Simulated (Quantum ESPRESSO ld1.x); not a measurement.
Species: neutral thulium. Configuration: [Xe] 4f13 6s1 6p1 (not the ground configuration). All-electron calculation, Dirac Kohn-Sham, BLYP, spin-unpolarised, spherical densities, point nucleus; open shells are shared between the two j in proportion to 2j + 1. Program: ld1.x of Quantum ESPRESSO 7.5.

Spin-orbit splittings of the eigenvalues, e(l+1/2) - e(l-1/2), with zeta = 2 splitting/(2l+1) and mean radii in bohr:

| shell | occ. | splitting (eV) | zeta (eV) | <r> j=l-1/2 | <r> j=l+1/2 |
|---|---|---|---|---|---|
| 2p | 6 | 980.6 | 653.7 | 0.07007 | 0.07746 |
| 3p | 6 | 207.0 | 138.0 | 0.2103 | 0.2241 |
| 3d | 10 | 45.25 | 18.10 | 0.1973 | 0.2016 |
| 4p | 6 | 46.77 | 31.18 | 0.5061 | 0.5381 |
| 4d | 10 | 8.507 | 3.403 | 0.5651 | 0.5765 |
| 4f | 13 | 1.196 | 0.3419 | 0.7972 | 0.8211 |
| 5p | 6 | 5.721 | 3.814 | 1.393 | 1.511 |
| 6p | 1 | 0.2905 | 0.1937 | 5.268 | 5.727 |
